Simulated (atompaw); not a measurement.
# Reading a pseudo-wave (zinc)

Columns: radius, all-electron u(r) and pseudo u(r) of the 4s shell (level -6.00 eV) of zinc in the configuration [Ne] 3s2 3p6 3d10 4s2 4p0; PBEsol, scalar-relativistic, PAW (atompaw) scheme, atompaw 4.2.0.5.

| r (bohr) | all-electron | pseudo |
| --- | --- | --- |
| 0.058 | -0.0238 | -0.0267 |
| 0.115 | 0.1380 | -0.0517 |
| 0.173 | 0.1616 | -0.0747 |
| 0.231 | 0.0788 | -0.0941 |
| 0.288 | -0.0380 | -0.1086 |
| 0.346 | -0.1475 | -0.1179 |
| 0.404 | -0.2265 | -0.1211 |
| 0.462 | -0.2692 | -0.1176 |
| 0.519 | -0.2786 | -0.1074 |
| 0.577 | -0.2609 | -0.0901 |
| 0.635 | -0.2229 | -0.0661 |
| 0.692 | -0.1717 | -0.0363 |
| 0.750 | -0.1108 | -0.0003 |
| 0.808 | -0.0451 | 0.0405 |
| 0.865 | 0.0211 | 0.0846 |
| 0.923 | 0.0879 | 0.1323 |
| 0.981 | 0.1525 | 0.1817 |
| 1.038 | 0.2128 | 0.2309 |
| 1.096 | 0.2703 | 0.2806 |
| 1.154 | 0.3235 | 0.3288 |
| 1.212 | 0.3722 | 0.3745 |
| 1.269 | 0.4157 | 0.4165 |
| 1.327 | 0.4555 | 0.4557 |
| 1.385 | 0.4909 | 0.4910 |
| 1.442 | 0.5218 | 0.5218 |
| 1.500 | 0.5493 | 0.5493 |

How many radial nodes do the two functions have?

The all-electron 4s function has n − l − 1 = 3; the pseudo-wave has 1, since 1 lower shell of the same l stays in the valence.

Is the pseudo-wave norm-conserving?

No, it belongs to a PAW set: the norm inside the radius is not constrained, and the difference is carried by the augmentation charge.
